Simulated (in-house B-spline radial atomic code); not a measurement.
Xe³⁺. Computed with a B-spline radial atomic code. Model: all-electron spherical atom, spin shells full or empty, radial basis limit, no spin-orbit coupling: exact exchange with a local potential (Slater, KLI or optimised effective potential, whose far tail is KLI's), no correlation.

Exchange potential has not reached -1/r at the last radius.

The run also made RPA and GW results, which its time includes.

The Slater potential averages the orbital exchange potentials with the orbital densities as weights, KLI adds orbital constants, and the optimised effective potential minimises the exact-exchange energy among local potentials. So their energies lie above Hartree-Fock in the order OEP, KLI, Slater. All fall off as −1/r, unlike LDA and GGA exchange.

Command:
```bash
python run_gw.py task.json out
```
Settings (nuclear radius in fm, other lengths in bohr, energies in hartree):
```
Z                      54
electrons              51
configuration          [Kr] 4d10 5s2 5p3
hamiltonian            x2c
method                 oep
lmax                   9
rms_radius             4.7859
spin_polarised         True
box_radius             14.14
intervals              100
```

Time taken, with all properties: 25 s on 1 thread of Arm Neoverse N1, on a shared host.

Given: hamiltonian one-electron scalar X2C; mean-field start exchange-only OEP.

Computed: energy above Hartree-Fock 17.788 millihartree.

```json
{"radius (bohr)": "0.000926", "r times exchange potential up (hartree bohr)": "-0.047441", "r times exchange potential down (hartree bohr)": "-0.047399"}
{"radius (bohr)": "0.00116", "r times exchange potential up (hartree bohr)": "-0.059293", "r times exchange potential down (hartree bohr)": "-0.05924"}
{"radius (bohr)": "0.00147", "r times exchange potential up (hartree bohr)": "-0.074867", "r times exchange potential down (hartree bohr)": "-0.074801"}
{"radius (bohr)": "0.00184", "r times exchange potential up (hartree bohr)": "-0.093234", "r times exchange potential down (hartree bohr)": "-0.093151"}
{"radius (bohr)": "0.00232", "r times exchange potential up (hartree bohr)": "-0.11666", "r times exchange potential down (hartree bohr)": "-0.11655"}
{"radius (bohr)": "0.00292", "r times exchange potential up (hartree bohr)": "-0.14521", "r times exchange potential down (hartree bohr)": "-0.14508"}
{"radius (bohr)": "0.00367", "r times exchange potential up (hartree bohr)": "-0.17966", "r times exchange potential down (hartree bohr)": "-0.17949"}
{"radius (bohr)": "0.00462", "r times exchange potential up (hartree bohr)": "-0.22115", "r times exchange potential down (hartree bohr)": "-0.22094"}
{"radius (bohr)": "0.00581", "r times exchange potential up (hartree bohr)": "-0.26954", "r times exchange potential down (hartree bohr)": "-0.26928"}
{"radius (bohr)": "0.00731", "r times exchange potential up (hartree bohr)": "-0.32465", "r times exchange potential down (hartree bohr)": "-0.32432"}
{"radius (bohr)": "0.0092", "r times exchange potential up (hartree bohr)": "-0.3847", "r times exchange potential down (hartree bohr)": "-0.38427"}
{"radius (bohr)": "0.0116", "r times exchange potential up (hartree bohr)": "-0.44624", "r times exchange potential down (hartree bohr)": "-0.44568"}
{"radius (bohr)": "0.0146", "r times exchange potential up (hartree bohr)": "-0.5014", "r times exchange potential down (hartree bohr)": "-0.50065"}
{"radius (bohr)": "0.0183", "r times exchange potential up (hartree bohr)": "-0.53919", "r times exchange potential down (hartree bohr)": "-0.53815"}
{"radius (bohr)": "0.023", "r times exchange potential up (hartree bohr)": "-0.54639", "r times exchange potential down (hartree bohr)": "-0.54485"}
{"radius (bohr)": "0.029", "r times exchange potential up (hartree bohr)": "-0.51501", "r times exchange potential down (hartree bohr)": "-0.51249"}
{"radius (bohr)": "0.0365", "r times exchange potential up (hartree bohr)": "-0.49171", "r times exchange potential down (hartree bohr)": "-0.48776"}
{"radius (bohr)": "0.0459", "r times exchange potential up (hartree bohr)": "-0.57401", "r times exchange potential down (hartree bohr)": "-0.56921"}
{"radius (bohr)": "0.0577", "r times exchange potential up (hartree bohr)": "-0.73848", "r times exchange potential down (hartree bohr)": "-0.73375"}
{"radius (bohr)": "0.0726", "r times exchange potential up (hartree bohr)": "-0.88184", "r times exchange potential down (hartree bohr)": "-0.87733"}
{"radius (bohr)": "0.0914", "r times exchange potential up (hartree bohr)": "-0.95197", "r times exchange potential down (hartree bohr)": "-0.94819"}
{"radius (bohr)": "0.115", "r times exchange potential up (hartree bohr)": "-0.91065", "r times exchange potential down (hartree bohr)": "-0.90909"}
{"radius (bohr)": "0.145", "r times exchange potential up (hartree bohr)": "-0.8375", "r times exchange potential down (hartree bohr)": "-0.83587"}
{"radius (bohr)": "0.182", "r times exchange potential up (hartree bohr)": "-1.0235", "r times exchange potential down (hartree bohr)": "-1.0138"}
{"radius (bohr)": "0.229", "r times exchange potential up (hartree bohr)": "-1.2694", "r times exchange potential down (hartree bohr)": "-1.2548"}
{"radius (bohr)": "0.288", "r times exchange potential up (hartree bohr)": "-1.3491", "r times exchange potential down (hartree bohr)": "-1.3343"}
{"radius (bohr)": "0.362", "r times exchange potential up (hartree bohr)": "-1.1655", "r times exchange potential down (hartree bohr)": "-1.1567"}
{"radius (bohr)": "0.456", "r times exchange potential up (hartree bohr)": "-0.8313", "r times exchange potential down (hartree bohr)": "-0.80685"}
{"radius (bohr)": "0.574", "r times exchange potential up (hartree bohr)": "-1.2073", "r times exchange potential down (hartree bohr)": "-1.1615"}
{"radius (bohr)": "0.722", "r times exchange potential up (hartree bohr)": "-1.4356", "r times exchange potential down (hartree bohr)": "-1.4003"}
{"radius (bohr)": "0.908", "r times exchange potential up (hartree bohr)": "?", "r times exchange potential down (hartree bohr)": "?"}
{"radius (bohr)": "1.14", "r times exchange potential up (hartree bohr)": "?", "r times exchange potential down (hartree bohr)": "?"}
{"radius (bohr)": "1.44", "r times exchange potential up (hartree bohr)": "-1.2147", "r times exchange potential down (hartree bohr)": "-0.9337"}
{"radius (bohr)": "1.81", "r times exchange potential up (hartree bohr)": "-1.398", "r times exchange potential down (hartree bohr)": "-0.94009"}
{"radius (bohr)": "2.27", "r times exchange potential up (hartree bohr)": "-1.4285", "r times exchange potential down (hartree bohr)": "-1.0114"}
{"radius (bohr)": "2.86", "r times exchange potential up (hartree bohr)": "-1.3474", "r times exchange potential down (hartree bohr)": "-1.0224"}
{"radius (bohr)": "3.6", "r times exchange potential up (hartree bohr)": "-1.2321", "r times exchange potential down (hartree bohr)": "-1.0123"}
```

What belongs in the row 0.908?

r times exchange potential up (hartree bohr): -1.4135; r times exchange potential down (hartree bohr): -1.3945.

What belongs in the row 1.14?

r times exchange potential up (hartree bohr): -1.2046; r times exchange potential down (hartree bohr): -1.1845.

```csv
occupied,level (hartree),Hartree-Fock level (hartree)
1s up,-1262.1,-1277.4
1s down,-1262,-1277.4
2s up,-197.74,-203.6
2s down,-197.7,-203.59
2p up,-177.69,-182.7
2p down,-177.64,-182.69
3s up,-41.703,-44.239
3s down,-41.655,-44.227
3p up,?,?
3p down,-35.145,-37.292
3d up,-25.491,-26.977
3d down,-25.445,-26.969
4s up,-8.6846,-9.6723
4s down,?,?
4p up,-6.625,-7.3748
4p down,-6.574,-7.3384
4d up,-3.6019,-3.9011
4d down,-3.544,-3.8767
5s up,-2.0723,-2.2194
5s down,-1.8972,-1.8963
5p up,-1.5938,-1.5945
```

What belongs in the row 3p up?

level (hartree): -35.195; Hartree-Fock level (hartree): -37.31.

What belongs in the row 4s down?

level (hartree): -8.6336; Hartree-Fock level (hartree): -9.6405.

| empty | level (hartree) |
| --- | --- |
| 5p down | -1.4201 |
| 5d up | -0.97586 |
| 6s up | -0.87126 |
| 5d down | -0.84717 |
| 6s down | ? |
| 4f up | -0.78443 |
| 6p up | -0.71852 |
| 6p down | ? |
| 4f down | -0.66376 |

What belongs in the row 6s down?

level (hartree): -0.80572.

What belongs in the row 6p down?

level (hartree): -0.66469.

The highest level, 5p up, differs from Hartree-Fock by +0.019 eV and the deepest, 1s up, by +417 eV: a local potential can match the highest level but can't give each shell its own exchange.
